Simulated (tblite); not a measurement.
Compound: C6H9O2 (doublet state).
Atom-mapped SMILES: `[CH3:1][C@@H:2]1[CH:3][O:4][C:5](=[O:6])[CH2:7][CH2:8]1` (hydrogens: H9, H10, H11 on C1; H12 on C2; H13 on C3; H14, H15 on C7; H16, H17 on C8)

The geometry is computed with GFN2-xTB (gas phase). This method treats the open shell by occupation alone, without spin polarisation.

(1) List the bond lengths, angles and torsions at this level.

Results:

(1) 
```csv
bond,length (bohr),order
C1–C2,2.893,single
C2–C3,2.804,single
C3–O4,2.532,single
O4–C5,2.552,single
C5=O6,2.284,double
C5–C7,2.858,single
C7–C8,2.884,single
C2–C8,2.896,single
"C1–H9, C1–H10, C1–H11",2.054,single
C2–H12,2.085,single
C3–H13,2.032,single
C7–H14,2.068,single
C7–H15,2.060,single
C8–H16,2.065,single
C8–H17,2.061,single
```

Bonds in one row agree within 0.02 bohr and their mean is given. Orders are formal, as drawn. A selection of angles:
```csv
angle,degrees
C1–C2–C3,110.6
C1–C2–C8,112.0
C3–C2–C8,108.7
C2–C3–O4,124.3
C3–O4–C5,123.6
O4–C5–O6,118.9
O4–C5–C7,116.4
O6–C5–C7,124.7
C5–C7–C8,111.0
C2–C8–C7,109.1
```

Torsions: C1–C2–C3–O4 -142° (anticlinal); C2–C3–O4–C5 -7° (synperiplanar); C3–O4–C5–O6 179° (antiperiplanar); O4–C5–C7–C8 35° (synclinal); C5–C7–C8–C2 -59° (synclinal); C1–C2–C8–C7 172° (antiperiplanar).

The 5 C–C bonds span 1.484 Å (C2–C3, drawn single) to 1.533 Å (C2–C8, drawn single), a spread of 0.049 Å. The C–O distances run from 1.208 Å (C5=O6, drawn double) to 1.351 Å (O4–C5, drawn single), a spread of 0.143 Å. C5 (carbon bonded to C and 2 O) is planar (angles 124.7°, 118.9° and 116.4°, sum 360.0°, 0.00 Å off the plane of its three neighbours). C3 (carbon bonded to C, O and H) is planar (angles 124.3°, 122.5° and 113.1°, sum 359.8°, 0.03 Å off the plane of its three neighbours). O4 (oxygen bonded to 2 C) is bent (angle 123.6°). The 6-membered ring C2–C3–O4–C5–C7–C8 has internal angles of 108.7° to 124.3°; it is puckered, 0.20 Å rms from its mean plane, widest ring torsion 59°. Of the pairs four or more bonds apart, H10···H16 is among the closest relative to their van der Waals radii: 2.52 Å, 105 % of the sum of Bondi's values.

Point group: C1 (no symmetry element, even within 0.4 Å). Its GFN2-xTB frequencies are all real (lowest 50 cm⁻¹). 2 starts were optimised and ended at 0.00 and 0.41 kcal/mol (GFN2-xTB); the lowest of these is shown.

One conformer stands for the species.
